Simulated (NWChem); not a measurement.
System: CF₃, doublet; SMILES F[C](F)F

```xyz
4

F      1.0401     0.6942    -0.0713
C      0.0000     0.0000     0.3207
F     -1.1213     0.5536    -0.0713
F      0.0812    -1.2479    -0.0713
```
Atoms are numbered in this order, from 1.

Computed with NWChem. Spin-unrestricted. In the optimisation the excess spin sits in a (C3, its own frame). Geometry: optimised at PBE0/def2-SVP, spin-unrestricted. No stability test was run on the SCF state. Total energies compare along this basis series because the functional is fixed.

```tsv
level	basis functions	energy (Ha)	highest occupied level (eV)	lowest empty minus highest occupied level, either spin (eV)	dipole (D)	relative time
PBE/cc-pVDZ	56	-337.2548	-5.39	2.40	0.02	1
PBE/aug-cc-pVDZ	92	-337.2891	-6.07	2.39	0.14	3
PBE/cc-pVTZ	120	-337.3744	-5.81	2.49	0.08	4
PBE/aug-cc-pVTZ	184	-337.3828	-6.08	2.44	0.14	10
PBE/cc-pVQZ	220	-337.4062	-5.96	2.48	0.12	20
```

Relative times are rough (shared machine, one core).
